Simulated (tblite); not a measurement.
Structures optimised with GFN2-xTB, isolated species. One conformer each, none proved a minimum here. Atom numbers follow the mapped SMILES. Open shells are treated by occupation alone.

Question: Rank these C–C bonds from shortest to longest.
A. C3–C4 in `[CH3:1][CH2:2][CH2:3]/[CH:4]=[CH:5]\[Si@@H:6]([C:7]#[N:8])[CH:9]=[O:10]` with C1–C2–C3–C4 64°, C2–C3–C4–C5 -126°, C4–C5–Si6–C7 53°, C5–Si6–C9–O10 13°
B. C4–C5 in `[CH3:1][S+:2][C@@H:3]1[CH2:4][CH2:5][O:6]1` (charge +1 and doublet state) with C1–S2–C3–C4 126°
C. C3–C4 in `[CH2:1]=[N:2][CH-:3][C:4]#[N:5]` (charge -1) with C1–N2–C3–C4 180°
D. C1–C2 in `[CH2:1]=[CH:2]/[P:3]=[P:4]/[CH:5]1[CH2:6][CH2:7][CH2:8][CH2:9]1` with C1–C2–P3–P4 177°, P3–P4–C5–C6 -154°, P4–C5–C6–C7 -161°, C5–C6–C7–C8 27°, C6–C7–C8–C9 -2°, C7–C8–C9–C5 -23°

Answer: D (1.329 Å), C (1.366 Å), A (1.490 Å), B (1.534 Å).

- 1.329 Å: drawn double, terminal =CH2 carbon to alkene CH carbon
- 1.366 Å: drawn single, ends: carbon bonded to C, N and H; carbon bonded to C and N
- 1.490 Å: drawn single, allylic carbon to alkene CH carbon
- 1.534 Å: drawn single, ends: carbon bonded to 2 C and 2 H; carbon bonded to C, O and 2 H, in a 4-membered ring

Question: Order these C–C–C angles, narrowest first.
A. C5–C6–C7 in `[CH2:1]=[CH:2]/[P:3]=[P:4]/[CH:5]1[CH2:6][CH2:7][CH2:8][CH2:9]1` with C1–C2–P3–P4 177°, P3–P4–C5–C6 -154°, P4–C5–C6–C7 -161°, C5–C6–C7–C8 27°, C6–C7–C8–C9 -2°, C7–C8–C9–C5 -23°
B. C3–C4–C5 in `[CH3:1][S+:2][C@@H:3]1[CH2:4][CH2:5][O:6]1` (charge +1 and doublet state) with C1–S2–C3–C4 126°
C. C2–C3–C4 in `[CH3:1][CH2:2][CH2:3]/[CH:4]=[CH:5]\[Si@@H:6]([C:7]#[N:8])[CH:9]=[O:10]` with C1–C2–C3–C4 64°, C2–C3–C4–C5 -126°, C4–C5–Si6–C7 53°, C5–Si6–C9–O10 13°

Answer: B (83.4°), A (103.8°), C (111.5°).

All values are computed, not measured.
